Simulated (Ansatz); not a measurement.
C$_{2}$H$_{8}$OSSi, SMILES `CO[SiH](C)S`, one more setting.

```yaml
crystal:
  periodic: [false, false, false]
  atoms:
    - {symbol: C, position_ang: [-1.461984, 0.829380, 1.167295]}
    - {symbol: O, position_ang: [-0.105983, 0.873280, 0.789252]}
    - {symbol: Si, position_ang: [0.461906, 0.143212, -0.568803]}
    - {symbol: C, position_ang: [0.659464, -1.693955, -0.372732]}
    - {symbol: S, position_ang: [2.395124, 0.925025, -0.992003]}
    - {symbol: H, position_ang: [-2.128525, 1.009683, 0.314864]}
    - {symbol: H, position_ang: [-1.720663, -0.138145, 1.612186]}
    - {symbol: H, position_ang: [-1.636296, 1.607801, 1.912267]}
    - {symbol: H, position_ang: [-0.489313, 0.456020, -1.672790]}
    - {symbol: H, position_ang: [1.006337, -2.147863, -1.304048]}
    - {symbol: H, position_ang: [-0.295984, -2.154644, -0.107911]}
    - {symbol: H, position_ang: [1.379747, -1.925717, 0.415245]}
    - {symbol: H, position_ang: [1.956571, 2.181221, -1.178020]}
basis:
  gaussian: {orbitals: def2-TZVPP}
hamiltonian: {xc: {name: B97M-V}}
accuracy: high
```

```sh
$ ansatz run in.yaml --threads 4 --pin off --events-out ev --progress --plain --max-ram 10444MiB
```

It prints (some lines left out):

```
Functional definition: B97M-V
5154 factors; integrals over basis functions are off by at most 2.7e-8 eV
mean field evaluation 1: about -22952.7637 eV, gradient 7.2e1 eV
mean field evaluation 2: about -22936.8220 eV, gradient 1.1e2 eV
mean field evaluation 4: about -22963.7304 eV, gradient 6.8e0 eV
mean field evaluation 8: about -22963.8300 eV, gradient 5.3e-1 eV
mean field evaluation 16: about -22963.8306 eV, gradient 8.9e-5 eV
mean field -22963.83055090 eV, -843.9052073022 hartree, gradient 6.0e-8 eV, S^2 0.000000; 0 other end points of the search recorded, 0 dependent functions left out
reference -22963.83055788 eV, -843.9052075585 hartree; 29, 29 occupied and 260, 260 virtual orbitals, 5154 factors
Total energy: -22963.83055788 eV, -843.9052075585 hartree
```

Hardware: 4 threads of an Intel Xeon 6975P-C on a shared host. Wall time 26 s, peak host memory 2.7 GiB.
